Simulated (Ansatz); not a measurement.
A made-up structure of GaBH4O, singlet:

```
7
angstrom
B 0.5399 -0.0012 0.3396
Ga -1.5259 0.0736 0.1397
O 1.4502 -0.1383 -1.2047
H -2.3838 -1.1931 0.1600
H -2.2738 1.4003 -0.0068
H 1.1984 0.0311 1.2818
H 2.4014 -0.1712 -1.0855
```

It is relaxed with PBE-D4/def2-SVP and then PBE0-D4/def2-TZVP (Ansatz 0.2.0). Atoms count as bonded within 1.22 times the sum of their covalent radii (H–H: 0.88 Å). The end point is not checked to be a true minimum.

(1) Does its bonding change? (Judge from chemistry; the calculation decides.)

## Answers

(1) The calculation gives: No: no bond forms or breaks.

Where it ends: The first stage lowers the energy by 1.90 eV in 9 steps. It ends as GaBH₄O ([OH][BH][GaH2]):
```json
{"atom": "B1", "x (Å)": "0.6344", "y (Å)": "-0.0181", "z (Å)": "0.1356"}
{"atom": "Ga2", "x (Å)": "-1.4636", "y (Å)": "0.0673", "z (Å)": "0.0817"}
{"atom": "O3", "x (Å)": "1.3211", "y (Å)": "-0.1220", "z (Å)": "-1.0273"}
{"atom": "H4", "x (Å)": "-2.3678", "y (Å)": "-1.2234", "z (Å)": "0.1738"}
{"atom": "H5", "x (Å)": "-2.2554", "y (Å)": "1.4307", "z (Å)": "0.0038"}
{"atom": "H6", "x (Å)": "1.2620", "y (Å)": "0.0217", "z (Å)": "1.1688"}
{"atom": "H7", "x (Å)": "2.2758", "y (Å)": "-0.1550", "z (Å)": "-0.9124"}
```

Labels in which every atom is bracketed show which atoms are joined, not bond orders.

For scale, one of the runs: PBE0-D4/def2-TZVP relaxation, 134 basis functions, launched by `ansatz run in.yaml --threads 2 --pin off --events-out ev --progress --plain --max-ram 4352MiB`. Hardware: 2 CPU threads of an Arm Neoverse V1, shared host. Wall time about 21 s.
